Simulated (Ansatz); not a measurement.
Molecule: sum formula SiN2H4Br (charge 0, doublet). It need not be the lowest isomer of its formula. 
Structure (B3LYP-D3(BJ)/def2-TZVP (Ansatz, a program for electronic structure) minimum search):
```
Si
N 1 1.7083
H 2 1.0072 1 121.03
H 2 1.0107 3 112.31 1 153.40
N 1 1.7162 2 105.59 3 -168.58
H 5 1.0081 1 120.24 2 -159.91
H 5 1.0093 6 112.20 1 148.86
Br 1 2.2894 2 116.98 3 76.08
```
Charge 0, spin multiplicity 2.

Total electronic energies in hartree. Correlated levels leave the core frozen unless marked. Open shells are spin-unrestricted. Spin-orbit coupling is left out. The frozen core is the preceding noble-gas configuration, with the filled d and f shells of earlier blocks. Non-relativistic. CBS marks a two-point X^-3 extrapolation of the correlation energy; Hartree-Fock from the larger set. The bracket is a focal-point correction in the basis named.

```tsv
level	program	energy (Eh)
HF/6-31G	Ansatz	-2972.17095
HF/def2-SVP	Ansatz	-2972.15995
SVWN5/def2-TZVPD	Ansatz	…
PBE-D4/def2-TZVPD	Ansatz + dftd4	…
BLYP-D3(BJ)/def2-TZVPD	Ansatz + dftd3	-2975.69427
r2SCAN/def2-TZVPD	Ansatz	-2975.59441
r2SCAN-D4/def2-TZVPD	Ansatz + dftd4	-2975.59606
B3LYP/def2-TZVPD	Ansatz	-2975.74220
PBE0/def2-SVP	Ansatz	…
PBE0/def2-TZVP	Ansatz	-2975.14413
PBE0/def2-QZVPP	Ansatz	-2975.21764
r2SCANh-D4/def2-TZVPD	Ansatz + dftd4	-2975.58787
r2SCANh/def2-TZVPD	Ansatz	-2975.58609
CAM-B3LYP-D3(BJ)/def2-TZVPD	Ansatz + dftd3	-2975.78209
CAM-B3LYP-D4/def2-TZVPD	Ansatz + dftd4	-2975.78213
LC-wPBE-D3(BJ)/def2-TZVPD	Ansatz + dftd3	-2975.18567
B2PLYP-D3(BJ)/def2-TZVPD	Ansatz + dftd3	-2975.07183
MP2/STO-3G	Ansatz	-2940.23023
MP2/def2-QZVPP	Ansatz	-2973.53255
MP2/CBS(def2-TZVPP,def2-QZVPP)	Ansatz	-2973.5746
CCSD/def2-TZVPP	Ansatz	-2973.44489
RI-MP2/CBS(def2-TZVPP,def2-QZVPP)+[CCSD(T)-MP2]/def2-TZVPP	Ansatz	-2973.6380
CCSD(T)/CBS(def2-TZVPP,def2-QZVPP)	Ansatz	-2973.6341
```

Task: Fill in the missing entries.

Result: 
- SVWN5/def2-TZVPD, energy (Eh): -2970.09194
- PBE-D4/def2-TZVPD, energy (Eh): -2975.03170
- PBE0/def2-SVP, energy (Eh): -2974.58931
